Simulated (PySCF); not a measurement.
**How methods differ on the ionisation energy of Pr⁴¹⁺**

Pr⁴¹⁺ [Ar] (1S) → Pr⁴²⁺ [Ne] 3s2 3p5 (2P), as a difference of total energies. All numbers are calculated (PySCF 2.14, scalar relativity by spin-free X2C-1e, in an even-tempered Gaussian basis (18 s from 8 bohr⁻², ratio 2.5; 12 p from 10 bohr⁻², ratio 2.5; 4 d from 46 bohr⁻², ratio 2.7; 4 f from 68 bohr⁻², ratio 2.7)). Correlated levels: outer shells: 1s2 frozen; virtual orbitals above 40 to 60 times the deepest correlated orbital energy dropped. The calculations carry no spin-orbit coupling.

```csv
method,ionisation energy (eV)
UHF,3267.1
MP2 (outer shells),3268.1
SCS-MP2 (outer shells),3267.9
CCSD (outer shells),3268.0
CCSD(T) (outer shells),3268.0
```

A first-order spin-orbit estimate (lowest level to lowest level, LS coupling) adds -37.366 eV.

Breit and QED terms and the two-electron picture change are absent.

For comparison: 3227 ± 4 eV (theoretical estimate listed by NIST; NIST Atomic Spectra Database, ionization energies).
